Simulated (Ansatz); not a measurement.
Gas-phase reaction in SMILES: CCCCB(C)C [butyl(dimethyl)borane] + 6 [H][H] (H2) -> B (BH3) + 6 C (CH4)
Each molecule is optimised on its own at B3LYP-D3(BJ)/def2-TZVP (Ansatz, a quantum-chemistry and plane-wave program), one conformer each, not searched for the lowest.

Wanted: energy of full hydrogenation (electronic energy difference), in kcal/mol. Cores are frozen in the correlated levels unless marked. No spin-orbit coupling. Non-relativistic. CBS marks a two-point X^-3 extrapolation of the correlation energy; Hartree-Fock from the larger set. The bracket is a focal-point correction in the basis named.

| level | program | energy of full hydrogenation (kcal/mol) |
|---|---|---|
| HF/cc-pVTZ | Ansatz | -92.8 |
| PBE-D4/def2-TZVPD | Ansatz + dftd4 | -56.8 |
| PBE0/def2-TZVPD | Ansatz | -67.4 |
| r2SCANh-D4/def2-TZVPD | Ansatz + dftd4 | -61.4 |

Problem. What does RI-MP2/CBS(cc-pVTZ,cc-pVQZ)+[CCSD(T)-MP2]/cc-pVTZ (Ansatz) give?

Solution. -62.8 kcal/mol
